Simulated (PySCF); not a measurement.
SnH₂Cl₂, SMILES [SnH2]([Cl])[Cl]. Atoms are numbered in the order given.

```xyz
5

Sn     0.0000     0.0000    -0.5338
Cl     1.9037     0.0000     0.8680
Cl    -1.9037     0.0000     0.8680
H      0.0000    -1.4796    -1.4110
H      0.0000     1.4796    -1.4110
```

Coordinates come from a PBE-D3(BJ)/def2-SVP optimisation. The def2 effective core potentials stand for the cores of Sn; spin–orbit coupling is left out.

The numbers are results of PBE-D3(BJ)/def2-SVP in PySCF, not measurements.

Frequencies are harmonic and unscaled.

```
mode  ν (cm⁻¹)  IR (km/mol)  Raman (Å⁴/amu)  depolarisation  moving atoms (share of kinetic energy)
----  --------  -----------  --------------  --------------  --------------------------------------
1          110          3.7             4.1            0.73                        Cl 81 %, Sn 19 %
2          361         23.4            13.8            0.10                        Cl 82 %, Sn 18 %
3          372         59.1             4.8            0.75                        Cl 72 %, Sn 28 %
4          404         25.7            12.0            0.75                                  H 91 %
5          495          0.0            28.0            0.75                                  H 98 %
6          627        123.7            18.6            0.75                                  H 98 %
7          645         95.7            25.9            0.66                                  H 99 %
8         1872         60.6           343.6            0.09                                 H 100 %
9         1899        126.5           118.0            0.75                                  H 99 %
```
